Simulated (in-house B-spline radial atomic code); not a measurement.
Radial electron density of Sm V (Sm4+), [Xe] 4f4. Level of theory: scalar-relativistic (X2C) OLYP, spin-polarised, spherical fractional occupations, Fermi nucleus of rms radius 5.0819 fm; calculated with an all-electron radial atomic-structure program (B-spline basis).

One-electron X2C: radii and densities carry no picture-change correction, so inner-shell <1/r> comes out high (for 1s by about 2 % at Z = 33, 5 % at 54, 10 % at 75, 30 % at 118) and <r> low.

Columns: r (bohr), 4πr²n(r) (electrons per bohr), bar.

```
  0.0006    2.605 #
0.000738    3.555 #
0.000907     4.83 ##
 0.00112     6.58 ###
 0.00137    8.795 ####
 0.00169    11.82 #####
 0.00207    15.61 ######
 0.00255    20.57 ########
 0.00314    26.75 ###########
 0.00386    34.18 ##############
 0.00474    42.81 #################
 0.00583    52.47 #####################
 0.00717    62.48 #########################
 0.00882    71.86 #############################
  0.0108    79.15 ################################
  0.0133    83.32 ##################################
  0.0164    83.25 ##################################
  0.0202    79.39 ################################
  0.0248     74.3 ##############################
  0.0305       72 #############################
  0.0375    76.53 ###############################
  0.0461    88.46 ####################################
  0.0567    102.5 #########################################
  0.0697    109.1 ############################################
  0.0857    102.4 #########################################
   0.105    88.27 ####################################
    0.13    80.99 #################################
   0.159    88.02 ####################################
   0.196    95.66 #######################################
   0.241    83.83 ##################################
   0.296    56.57 #######################
   0.364    38.73 ################
   0.448    40.77 ################
   0.551    44.81 ##################
   0.677     36.3 ###############
   0.833    22.31 #########
    1.02    13.99 ######
    1.26    10.59 ####
    1.55    7.562 ###
     1.9    3.941 ##
    2.34    1.329 #
    2.88   0.2915 
    3.54  0.03863 
    4.35 0.002454 
    5.35 7.338e-05
```

On this grid the curve has 4 maxima, near 0.0133, 0.0697, 0.196, 0.551 bohr.

The 5p down radial function P(r) = rR(r), positive near the nucleus:

| r (bohr) | P |
| --- | --- |
| 0.000907 | 0.001034 |
| 0.00137 | 0.001972 |
| 0.00207 | 0.003824 |
| 0.00314 | 0.007527 |
| 0.00474 | 0.0147 |
| 0.00717 | 0.02847 |
| 0.0108 | 0.05329 |
| 0.0164 | 0.09583 |
| 0.0248 | 0.1565 |
| 0.0375 | 0.2181 |
| 0.0567 | 0.2231 |
| 0.0857 | 0.08414 |
| 0.13 | -0.196 |
| 0.196 | -0.326 |
| 0.296 | 0.02931 |
| 0.448 | 0.4861 |
| 0.677 | 0.1452 |
| 1.02 | -0.6956 |
| 1.55 | -0.9165 |
| 2.34 | -0.4329 |
| 3.54 | -0.07879 |
| 5.35 | -0.003544 |
